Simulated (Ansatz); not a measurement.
Input for Ansatz (an electronic-structure program): R-RI-MP2/aug-cc-pVQZ on C3H6 (a complex). Files ending in .json are basis or fitting sets from the Basis Set Exchange.

Ansatz 0.2 input:
```yaml
crystal:
  periodic: [false, false, false]
  atoms:
    - {symbol: C, position_ang: [0.00926077, 0.21161244, -0.50701010]}
    - {symbol: H, position_ang: [0.16021854, 0.30764219, -1.58107775]}
    - {symbol: H, position_ang: [0.96679550, 0.02278419, -0.02334585]}
    - {symbol: H, position_ang: [-0.42017760, 1.13605061, -0.12175166]}
    - {symbol: H, position_ang: [-0.66928064, -0.61880942, -0.31363252]}
    - {symbol: C, position_ang: [0.12251632, -0.34976199, 4.41399030]}
    - {symbol: C, position_ang: [-0.14871892, -0.18096305, 3.26044189]}
    - {symbol: H, position_ang: [0.36636887, -0.50001892, 5.43730785]}
    - {symbol: H, position_ang: [-0.38835843, -0.03134955, 2.23588214]}
basis:
  gaussian:
    orbitals: aug-cc-pVQZ
    fitting: {mean_field: def2-universal-JKFIT, correlation: aug-cc-pVQZ-RIFIT.json}
magnetization: {spin_polarized: false}
correlation: {method: mp2, electrons: outside_noble_gas}
scf: {lower_state_search: off}
```

The log:

```
WARN ansatz: RAYON_NUM_THREADS=2 ignored (pool sized by the plan → 2); use --threads N
Functional definition: HF
these checks for a lower state are left out or cut short: stability, starts, cluster_reference, orbital_swaps, neighbouring_geometries, increment
integrals: 0.75 GiB planned
333 factors; integrals over basis functions are off by at most 3.9e0 eV
mean field: 1.22 GiB planned
mean field evaluation 1: about -3182.5800 eV, gradient 3.5e1 eV
mean field evaluation 2: about -3185.2664 eV, gradient 1.2e1 eV
mean field evaluation 4: about -3185.6614 eV, gradient 2.8e-1 eV
mean field -3185.66177972 eV, -117.0709110855 hartree, gradient 2.7e-6 eV, S^2 0.000000; 0 other end points of the search recorded, 0 dependent functions left out
3 core orbitals not correlated
984 factors; their error is unknown
reference -3185.66177972 eV, -117.0709110855 hartree; 9, 9 occupied and 504, 504 virtual orbitals, 984 factors
second order -14.77627183 eV of doubles, -0.00000000 eV of singles
Total energy: -3200.43805155 eV, -117.6139290596 hartree
Checks for a lower state left out: stability, starts, cluster_reference, orbital_swaps, neighbouring_geometries, increment
```

The run converged.

Cost: very roughly 12 core-seconds.
